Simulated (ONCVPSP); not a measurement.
**What one change does to a pseudopotential (Ta, ONCV)**

| Property | Result |
| --- | --- |
| Element | Ta |
| Generator | ONCVPSP 4.0.1 |
| Type | optimised norm-conserving Vanderbilt (ONCV) |
| Functional | PBEsol |
| Relativity | scalar-relativistic |
| Frozen core | [Kr] 4d10 4f14 |
| Valence charge | 13 |
| Reference configuration | 5s2 5p6 5d3 6s1.5 (charge +0.5) |
| Partial waves | 5s+6s: rc 1.60 bohr, ncon 4, nbas 8, qcut 6.5 1/bohr, 2 projectors; 5p: rc 1.80 bohr, ncon 3, nbas 6, qcut 8.9 1/bohr, 1 projector; 5d: rc 2.25 bohr, ncon 3, nbas 7, qcut 8.2 1/bohr, 2 projectors, debl 1.6 Ha; f scattering state at 0.09 Ha: rc 1.85 bohr, ncon 4, nbas 7, qcut 5.5 1/bohr, 3 projectors, debl 1.9 Ha |
| Local potential | polynomial inside 1.20 bohr (lpopt 5, dvloc0 0 Ha) |
| Core correction | none |

Change: s: qcut 4.4.

Cutoffs: the cutoffs (Ha) at which the residual kinetic energy of the hardest occupied pseudo-wave falls to 1 and 0.1 mHa per electron; they do not see the model core or the augmentation charge, which bear on the density cutoff. Errors are all-electron minus pseudo energies relative to the spin-unpolarised reference configuration.

Problem. Predict the effect on cutoff, ghosts and configuration errors.

Solution. The potential gets harder (21 Ha and 27 Ha → 58 Ha and 71 Ha); both files keep a bound ghost (f); of the 4 tests that both files solve, the error grows in 1 and shrinks in 0 by more than 15 % and 0.3 meV (median size 1.5 → 2.9 meV); the range in which the s phases agree narrows (upper end 4.1 → 1.8).

```csv
quantity,base,changed
"cutoff, loose",21 Ha,58 Ha
"cutoff, tight",27 Ha,71 Ha
loose cutoff by channel,"s 18 Ha, p 21 Ha, d 13 Ha","s 58 Ha, p 21 Ha, d 13 Ha"
bound ghosts,f,f
GHOST(+) flags under 300 eV,s at 121.2 eV,s at 97.9 eV
"error for 5s2 5p6 5d3 6s2, meV [ΔE -3.48 eV]",+1.2,+1.1
"error for 5s2 5p6 5d3 6s1, meV [ΔE 5.03 eV]",-1.5,-1.7
"error for 5s2 5p6 5d3 6s0, meV [ΔE 20.00 eV]",-1.6,-4.2
"error for 5s2 5p6 5d3 6s1 6p1, meV [ΔE 0.74 eV]",+60,+60
s: phases at 1.63 bohr within 0.05 rad from the reference energy up to (Ha; the scan ends near 5),4.1,1.8
p: phases at 1.83 bohr within 0.05 rad from the reference energy up to (Ha; the scan ends near 5),0.5,0.5
d: phases at 2.29 bohr within 0.05 rad from the reference energy up to (Ha; the scan ends near 5),to the end of the scan,to the end of the scan
f: phases at 1.88 bohr within 0.05 rad from the reference energy up to (Ha; the scan ends near 5),to the end of the scan,to the end of the scan
```

Base: The cutoffs count occupied waves only; projector 3 of the f channel, the hardest unoccupied one, needs 102 Ha at the loose tolerance. A true bound ghost makes a file unfit for plane-wave use even where its test errors are small: the radial tests pick states by their node count and pass the ghost by.
